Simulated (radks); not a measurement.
Values are calculated unless marked as measured or tabulated.
Question: Radial electron density D(r) = 4 pi r^2 rho(r) of an atom or ion with 58 electrons. Level of theory: Dirac Kohn-Sham, BLYP, spin-unpolarised, spherical densities, finite nucleus; Fermi nuclear charge, rms radius of each element as measured or else 0.836 A^(1/3) + 0.57 fm (a radial shooting solver on a logarithmic mesh with Libxc functionals).

```
   r/bohr * D(r) (the largest magnitude, 97, reaches the edge; | marks zero)
 0.003003 |        *
  0.00407 |             *
  0.00556 |                    *
 0.007595 |                            *
  0.01029 |                                    *
  0.01406 |                                          *
  0.01921 |                                           *
  0.02604 |                                       *
  0.03557 |                                      *
   0.0486 |                                            *
  0.06586 |                                                      *
  0.08998 |                                                     *
   0.1229 |                                          *
   0.1666 |                                           *
   0.2276 |                                               *
   0.3109 |                              *
   0.4214 |                 *
   0.5757 |                    *
   0.7865 |              *
    1.066 |      *
    1.456 |    *
    1.989 |  *
    2.696 |*
    3.683 *
    5.032 *
    6.819 *
    9.316 *
    12.73 *
```

What is the nuclear charge?

Answer: Z = 58. The innermost maximum, from 1s, lies near gamma/Z bohr with gamma = sqrt(1 - (Z/c)^2) = 0.906, here 0.0156 bohr (found: 0.0172), and its height grows with Z. The density is that of neutral cerium in [Xe] 4f2 6s2; the configuration itself is not fixed sharply by these data, and Z only to a few units. D(r) has 4 maxima, at r = 0.0172, 0.0761, 0.213, 0.594 bohr, and minima at 0.0334, 0.141, 0.435 bohr, inside which lie 2.02, 11.18, 29.03 electrons.
